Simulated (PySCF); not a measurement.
SMILES CC[N](C)[GeH3] (C3H11GeN), GFN2-xTB optimised geometry.

```
16

Ge     0.40     0.05     0.00
N     -0.09    -0.99    -1.41
C     -1.46    -1.43    -1.52
C      0.58    -0.82    -2.69
C      0.89    -2.15    -3.36
H     -0.08     1.49     0.00
H      1.89     0.05     0.00
H     -0.17    -0.62     1.21
H     -1.51    -2.41    -1.98
H     -2.07    -0.74    -2.12
H     -1.89    -1.49    -0.52
H     -0.03    -0.20    -3.37
H      1.52    -0.29    -2.51
H     -0.01    -2.66    -3.68
H      1.52    -1.98    -4.23
H      1.43    -2.80    -2.66
```

Density from PBE0/def2-TZVP in PySCF 2.14.0 at that geometry.

Minimum of the electron density along straight lines between bonded atoms, close to the bond critical point (lines longer than 1.1 times the sum of covalent radii, or with two minima, are not listed):

```json
[
 {"bond": "Ge1–N2", "length / Å": "1.817", "ρ at the minimum / e bohr⁻³": "0.146", "∇²ρ there / e bohr⁻⁵": "?", "position (fraction from the first atom)": "0.47"},
 {"bond": "N2–C3", "length / Å": "1.448", "ρ at the minimum / e bohr⁻³": "0.272", "∇²ρ there / e bohr⁻⁵": "-0.71", "position (fraction from the first atom)": "0.60"},
 {"bond": "N2–C4", "length / Å": "1.450", "ρ at the minimum / e bohr⁻³": "0.272", "∇²ρ there / e bohr⁻⁵": "-0.71", "position (fraction from the first atom)": "0.60"},
 {"bond": "C4–C5", "length / Å": "1.527", "ρ at the minimum / e bohr⁻³": "?", "∇²ρ there / e bohr⁻⁵": "-0.62", "position (fraction from the first atom)": "0.50"},
 {"bond": "Ge1–H6", "length / Å": "1.515", "ρ at the minimum / e bohr⁻³": "0.138", "∇²ρ there / e bohr⁻⁵": "?", "position (fraction from the first atom)": "0.59"},
 {"bond": "Ge1–H7", "length / Å": "1.495", "ρ at the minimum / e bohr⁻³": "0.143", "∇²ρ there / e bohr⁻⁵": "0.09", "position (fraction from the first atom)": "0.60"},
 {"bond": "Ge1–H8", "length / Å": "1.496", "ρ at the minimum / e bohr⁻³": "0.143", "∇²ρ there / e bohr⁻⁵": "0.09", "position (fraction from the first atom)": "0.60"},
 {"bond": "C3–H9", "length / Å": "1.092", "ρ at the minimum / e bohr⁻³": "0.281", "∇²ρ there / e bohr⁻⁵": "-0.98", "position (fraction from the first atom)": "0.64"},
 {"bond": "C3–H10", "length / Å": "1.098", "ρ at the minimum / e bohr⁻³": "0.277", "∇²ρ there / e bohr⁻⁵": "-0.94", "position (fraction from the first atom)": "0.64"},
 {"bond": "C3–H11", "length / Å": "1.090", "ρ at the minimum / e bohr⁻³": "0.282", "∇²ρ there / e bohr⁻⁵": "-0.98", "position (fraction from the first atom)": "0.64"},
 {"bond": "C4–H12", "length / Å": "1.101", "ρ at the minimum / e bohr⁻³": "0.277", "∇²ρ there / e bohr⁻⁵": "-0.95", "position (fraction from the first atom)": "0.64"},
 {"bond": "C4–H13", "length / Å": "1.094", "ρ at the minimum / e bohr⁻³": "0.281", "∇²ρ there / e bohr⁻⁵": "-0.98", "position (fraction from the first atom)": "0.64"},
 {"bond": "C5–H14", "length / Å": "1.087", "ρ at the minimum / e bohr⁻³": "0.280", "∇²ρ there / e bohr⁻⁵": "-0.96", "position (fraction from the first atom)": "0.64"},
 {"bond": "C5–H15", "length / Å": "1.087", "ρ at the minimum / e bohr⁻³": "0.278", "∇²ρ there / e bohr⁻⁵": "-0.95", "position (fraction from the first atom)": "0.64"},
 {"bond": "C5–H16", "length / Å": "1.087", "ρ at the minimum / e bohr⁻³": "0.280", "∇²ρ there / e bohr⁻⁵": "-0.96", "position (fraction from the first atom)": "0.64"}
]
```

Task: What belongs in the gaps?

Result: 
- Ge1–N2, ∇²ρ there / e bohr⁻⁵: 0.46
- C4–C5, ρ at the minimum / e bohr⁻³: 0.247
- Ge1–H6, ∇²ρ there / e bohr⁻⁵: 0.08
